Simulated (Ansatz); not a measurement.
Consider the redistribution: `C[SiH2]C(O)(F)F` + `[NH2][Mo]([NH2])(=[S])=[S]` → `N[SiH2]C(O)(F)F` + `[CH3][Mo]([NH2])(=[S])=[S]`.

Gas-phase electronic energies from Ansatz, PBE0-D4/def2-TZVP geometries. CCSD(T)/CBS adds triple-zeta CCSD(T) − MP2 to the extrapolated MP2 energy (def2 sets, frozen cores). DFT in def2-TZVPP. B3LYP here is the variant with VWN-RPA as its local correlation; programs differ in this. Elements past krypton have def2 core potentials. For Mo outer-core shells are correlated without core-valence functions, which leaves a few kJ/mol of doubt a bond. Each species was taken in one conformer, which may not be the lowest.

Is it downhill or uphill in electronic energy at CCSD(T)/CBS, and by how much? (Estimate.)

The calculation gave: Uphill: ΔE = +8.3 kJ/mol.

What do these levels give: PBE-D4, r2SCAN-D4, B3LYP-D4, ωB97X-V, ωB97M-V, PBE, r2SCAN, HF/def2-TZVPP, SCS-MP2/def2-TZVPP, CCSD(T)/def2-TZVPP, MP2/def2-QZVPP, HF/CBS(def2)? (An estimate is asked.)

The calculation gave: PBE-D4 25.0, r2SCAN-D4 20.8, B3LYP-D4 17.3, ωB97X-V 14.0, ωB97M-V 11.0, PBE 24.5, r2SCAN 20.8, HF/def2-TZVPP -1.5, SCS-MP2/def2-TZVPP 9.4, CCSD(T)/def2-TZVPP 9.5, MP2/def2-QZVPP 12.1, HF/CBS(def2) -2.0 kJ/mol.

Largest T1 diagnostic among the species: 0.025, so the coupled-cluster value is less sure than usual.

From PBE to PBE0 (25 % exact exchange), in def2-TZVPP and without D4, ΔE moves by −6.3 kJ/mol. In def2-TZVPP, CCSD(T) changes the Hartree–Fock value by +11.0 kJ/mol (the triples alone add +4.9 kJ/mol) and MP2 by +14.5 kJ/mol.
